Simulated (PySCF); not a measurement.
C6H6F3O (doublet state).
Cartesian coordinates in Å at the GFN2-xTB level; atoms count from 1:
```xyz
16
C6H6F3O angstrom
F      2.3123   -0.6682    1.4009
C      2.6936   -0.2410    0.1812
F      2.2993   -1.1996   -0.6694
F      4.0205   -0.2307    0.1786
O      2.2346    0.9671   -0.1132
C      0.9165    1.0977   -0.4278
C     -0.2107    0.5532   -0.1119
C     -0.6766   -0.4554    0.9561
C     -2.1159   -0.2426    0.4782
C     -1.6244    0.7510   -0.5898
H     -0.2696   -1.4507    0.7866
H     -0.4586   -0.1441    1.9752
H     -2.5861   -1.1355    0.0740
H     -2.7706    0.1979    1.2257
H     -1.9853    1.7702   -0.4686
H     -1.7866    0.4396   -1.6197
```

The hyperfine couplings belong to this conformer and change with its torsions.

Identity: `FC(F)(F)O[C]=C1CCC1` [radical].

Computed, not measured: UKS B3LYP, pcH-1 on C F H O, non-relativistic, mean-field spin-orbit, GIAO in PySCF 2.14.0. Isolated species at its GFN2-xTB geometry (one conformer only). Couplings are sensitive to structure, and on GFN2-xTB geometries they can be far from those on DFT ones.

**Question.** Count the α and β electrons and give S(S+1).

**Answer.** Nα = 39, Nβ = 38 (77 in all), and S(S+1) = 0.75 for S = 1/2.

Mulliken spin populations, one withheld:

| atom | bound to | population |
| --- | --- | --- |
| F1 | C2 | +0.0050 |
| C2 | F1, F3, F4, O5 | +0.0245 |
| F3 | C2 | -0.0002 |
| F4 | C2 | +0.0010 |
| O5 | C2, C6 | +0.0318 |
| C6 | O5, C7 | ? |
| C7 | C6, C8, C10 | -0.1449 |
| C8 | C7, C9, H11, H12 | +0.1026 |
| C9 | C8, C10, H13, H14 | -0.0025 |
| C10 | C9, C7, H15, H16 | +0.0365 |
| H11 | C8 | -0.0028 |
| H12 | C8 | -0.0073 |
| H13 | C9 | +0.0004 |
| H14 | C9 | +0.0003 |
| H15 | C10 | +0.0026 |
| H16 | C10 | -0.0034 |

**Question.** Complete the table.

**Answer.** The populations add up to Nα − Nβ = 1, and the others sum to 0.0436, so C6 holds +0.956.

**Question.** How is the spin shared among the elements?

**Answer.** Carbon +0.97, oxygen +0.03, fluorine +0.01, hydrogen -0.01. The positive populations sum to 1.16, the negative ones to -0.16.

**Question.** With ⟨S²⟩ = 0.7588, find the sum of squared α–β overlaps and estimate the admixture of higher spin.

**Answer.** For a single determinant ⟨S²⟩ = S(S+1) + Nβ − Σ|⟨iα|jβ⟩|², so the squared overlaps of occupied orbitals sum to 38 − 0.0088 = 37.9912. If the quartet state (S + 1) were the only admixture, its weight would be 0.0088/(2S + 2) = 0.29 %.

**Question.** What Fermi-contact NMR shifts do the couplings of F1/F3/F4, C2, C7, C9, C10, H11/H12, H13/H14 imply at 250 K (Curie law, g = gₑ)?

**Answer.** δ = a_FC·h·gₑ μB S(S+1)/(3 g_N μN kT), with k/h = 20836.6 MHz/K:

```csv
nuclei,isotope,a_FC (MHz),g_N,contact shift (ppm)
F1/F3/F4,19F,8.08,5.2577,+271
C2,13C,45.46,1.4048,+5710
C7,13C,37.10,1.4048,+4660
C9,13C,-3.52,1.4048,-442
C10,13C,43.11,1.4048,+5415
H11/H12,1H,-10.65,5.5857,-336
H13/H14,1H,1.12,5.5857,+35
```

The sign follows the spin density at the nucleus: positive density means a positive shift. Entries for several nuclei are means.

Nuclei that the bonding pattern makes equivalent are averaged, as if the motion that swaps them (rotation, inversion, ring flip) were fast. The three 19F nuclei of mean +8.1 MHz run from -2.6 to 23.9 MHz in the frozen geometry. The 1H value of -10.6 MHz is a mean of couplings from -14.5 to -6.8 MHz in this one geometry, not an average over conformers.
